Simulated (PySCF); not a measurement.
Calculation: PySCF with PBE-D3(BJ)/def2-TZVP // B3LYP-D3(BJ)/def2-SVP. All species are isolated molecules in the gas phase. One relaxed conformer stands for a flexible species; it need not be the lowest. Excitations are Tamm–Dancoff values on a coarser integration grid. The basis has no diffuse functions, so Rydberg states are missing or too high.

Reference species (SMILES): `Bc1cc2ccc(C=C)cc2s1` (neutral, multiplicity 1).

The HOMO–LUMO gap is 2.46 eV. The brightest of the four lowest singlets (TDA) comes out as 3.41 eV.

Changed species: `C=Cc1sc2c(cccc2)c1B`.

Q: Predict the effect on the HOMO–LUMO gap and brightest of the four lowest singlets (TDA).

A: the HOMO–LUMO gap rises by 0.09 eV, to 2.55 eV; the brightest of the four lowest singlets (TDA) falls by 0.10 eV, to 3.31 eV.
